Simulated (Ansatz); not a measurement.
`CCBS` at its PBE0-D4/def2-TZVP geometry, where that method's forces vanish. Charge 0, multiplicity 1.

```xyz
11

C     1.1326   -0.6139   -0.7544
C     0.3039    0.4257   -0.0001
B    -0.8516   -0.1806    0.8573
S    -2.4867    0.4998    1.0133
H     0.5296   -1.1344   -1.5024
H     1.5303   -1.3698   -0.0733
H     1.9762   -0.1542   -1.2744
H     0.9568    0.9415    0.7216
H    -0.0506    1.2049   -0.6829
H    -0.6862   -1.1714    1.5102
H    -2.3542    1.5523    0.1851
```

What forces (eV/Å) does B3LYP-D4/def2-TZVPP give on these atoms in Ansatz? (Estimate.)

Computed: 
```
C1   0.139 -0.152 -0.127
C2  -0.062  0.178  0.108
B3   0.075 -0.174  0.098
S4  -0.109  0.061 -0.004
H5   0.033  0.018  0.028
H6  -0.011  0.032 -0.040
H7  -0.034 -0.031  0.016
H8  -0.017 -0.009 -0.043
H9   0.023 -0.035  0.031
H10 -0.010  0.106 -0.073
H11 -0.027  0.006  0.006
```

B3LYP here is the variant with VWN-RPA as its local correlation; programs differ in this.
